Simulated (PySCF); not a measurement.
Ge(F)2(OH)(NH2) (F₂GeH₃NO), SMILES [NH2][Ge]([OH])([F])[F]. Atoms are numbered in the order given.

```xyz
8

N      1.7652     0.1671    -0.4254
Ge     0.0132     0.0102    -0.0139
O     -0.8640     1.4005    -0.6588
F     -0.4096    -0.1142     1.6844
F     -0.5543    -1.5003    -0.6714
H      2.2116     1.0007    -0.0291
H      2.3172    -0.6655    -0.1944
H     -1.7203     1.4971    -0.1997
```

Geometry optimised at PBE-D3(BJ)/def2-SVP. This is a generated structure with no PubChem entry under its InChIKey; it may be hypothetical. Other conformers were not sampled.

Calculation: PBE/def2-TZVP run with PySCF.

The molecule is in vacuum.

```yaml
total_energy: -2408.10686 hartree
highest_occupied_level: -7.17 eV
lowest_empty_level: -1.70 eV
orbital_gap: 5.47 eV
dipole_moment: 1.98 D
quadrupole, principal values (traceless, Buckingham form, about the centre of nuclear charge): -10.84, -2.53, 13.38 D·Å
mean_static_polarisability: 38.9 bohr³ (5.76 Å³)
polarisability_principal_values: 34.7, 38.2, 43.7 bohr³
```
